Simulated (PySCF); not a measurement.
A structure optimised at PBE-D3(BJ)/def2-SVP, used in a PySCF frequency run:

```
C
H 1 1.1108
H 1 1.1131 2 106.32
C 1 1.5411 2 111.39 3 -118.42
H 4 1.1108 1 111.39 2 61.65
H 4 1.1131 5 106.32 1 118.42
C 4 1.5467 5 111.98 6 119.49
H 7 1.1080 4 113.00 5 -75.31
H 7 1.1113 8 106.91 4 -121.62
C 1 1.5467 2 111.98 3 119.49
H 10 1.1080 1 113.00 2 -75.31
H 10 1.1113 11 106.91 1 -121.62
Si 7 1.9144 8 114.48 9 -120.36
H 13 1.5074 7 112.91 8 104.92
H 13 1.5074 14 107.88 7 126.68
```

Problem. Write its SMILES, formula and point group.

Solution. C1CC[SiH2]C1, C4H10Si, C2

Problem. What are its rotational constants (standard atomic weights)?

Solution. 5.3992, 4.0526, 2.6116 GHz
